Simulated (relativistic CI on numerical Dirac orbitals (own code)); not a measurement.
## One change at a time: Cd31+

Base calculation: Dirac-Coulomb-Breit CI, separate exchange-only KLI orbitals for each configuration, model QED (radiative potential, 1s self-energy scaled to tabulated hydrogen-like ionisation energies), unscaled Slater integrals.

Configuration list (outside the closed core [Ne]): 3s²3p⁵, 3s3p⁶, 3s²3p⁴3d, 3s3p⁵3d, 3p⁶3d, 3s3p⁴3d², 3s²3p³3d4p, 3p⁶4s, 3s3p⁴3d4s, 3s²3p⁴4s, 3p⁶4p, 3s²3p⁴4p, 3s²3p⁴4d, 3s3p⁵4s, 3p⁵3d4p, 3s²3p⁴4f, 3s3p⁵4p, 3s3p⁵4d, 3s3p⁵4f, 3s²3p⁴5s, 3s²3p⁴5p, 3s²3p⁴5d, 3s²3p³4s4p, 3s²3p⁴5f, 3s²3p⁴5g, 3s3p⁴4s², 3s3p⁵5s, 3s3p⁵5p, 3s²3p³3d², 3s²3p²3d³, 3s3p³3d³, 3s²3p²3d²4s, 3s²3p²3d²4p, 3s²3p²3d²4d, 3p⁵3d², 3p⁴3d³, 3p⁴3d²4s, 3p⁴3d²4p, 3p⁴3d²4d, 3s²3p³3d4s, 3s3p³3d²4s, 3s²3p²3d4s², 3s²3p²3d4s4p, 3s²3p²3d4s4d, 3p⁵3d4s, 3p⁴3d4s², 3p⁴3d4s4p, 3p⁴3d4s4d, 3s²3p³4s², 3s3p³3d4s², 3s²3p²4s²4p, 3s²3p²4s²4d, 3s²3p³4p², 3s²3p²3d4p², 3s3p³3d4p², 3s²3p²4s4p², 3s²3p²4p³, 3s²3p²4p²4d. Double excitations out of closed p, d and f shells are left out; levels of such configurations are missing from the list, as are those of other unlisted configurations, and high levels can miss mixing partners. These lack a partner that the ground configuration has and come out too high: 3s²3p⁴4f, 3s3p⁵4p, 3s3p⁵4d, 3s3p⁵4f, 3s²3p⁴5s.

Variants: (1) non-relativistic limit. Shifts of the energy above 3s²3p⁵ ²P°3/2, in cm⁻¹, for the lowest level and the first level of each name with at least 55 % of one term (blank where a level changes its place among those of its configuration and J or its character, or is not in the variant):

```tsv
Level	Base	Δ(1)
3s²3p⁵ ²P°3/2	0	0
3s²3p⁵ ²P°1/2	356091	-356091
3s²3p⁴3d ⁴D5/2	1082342	-102668
3s²3p⁴3d ⁴F9/2	1178894	-115023
3s²3p⁴3d ⁴D1/2	1380139	
3s²3p⁴3d ²G7/2	1487494	-364134
3s²3p⁴3d ²G9/2	1558238	-434878
3s3p⁵3d ⁴P°1/2	2110877	-424215
3s3p⁵3d ⁴F°9/2	2233621	-473847
```

At this charge energies of transitions that change n are usually good to better than 1 %, and those within a shell (Δn = 0) to a few per cent.

Ionisation energy from the two ground configurations alone: base 1923.01 eV. The NIST ASD value (semi-empirical) is 1917.9 eV.

LS names give the leading component of a level, which can be under half, so a name can repeat, a term be missing and a line seem to break the LS rules.
